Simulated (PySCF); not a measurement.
Species: sum formula SiH$_{2}$Br$_{2}$, charge 0, multiplicity 1. SMILES: Br[SiH2]Br
Geometry: optimised at B3LYP-D3(BJ)/def2-TZVP (Ansatz).

Dispersion corrections to the total energy (kcal/mol) from the dftd3 and dftd4 libraries through PySCF: D3(BJ) without and D4 with the three-body term, each with the damping fitted for the functional named.

```json
[
 {"functional": "TPSS", "D3(BJ)": "-4.25", "D4": "[?]"},
 {"functional": "CAM-B3LYP", "D3(BJ)": "-3.14", "D4": "-2.86"},
 {"functional": "B3LYP", "D3(BJ)": "-6.36", "D4": "-5.33"},
 {"functional": "BLYP", "D3(BJ)": "-7.57", "D4": "[?]"},
 {"functional": "PBE", "D3(BJ)": "[?]", "D4": "-3.20"},
 {"functional": "revPBE", "D3(BJ)": "-7.33", "D4": "-7.75"},
 {"functional": "PW6B95", "D3(BJ)": "-2.34", "D4": "-2.52"}
]
```

Task: What belongs in the gaps?

Result: 
- TPSS, D4: -4.30
- BLYP, D4: -6.87
- PBE, D3(BJ): -3.16
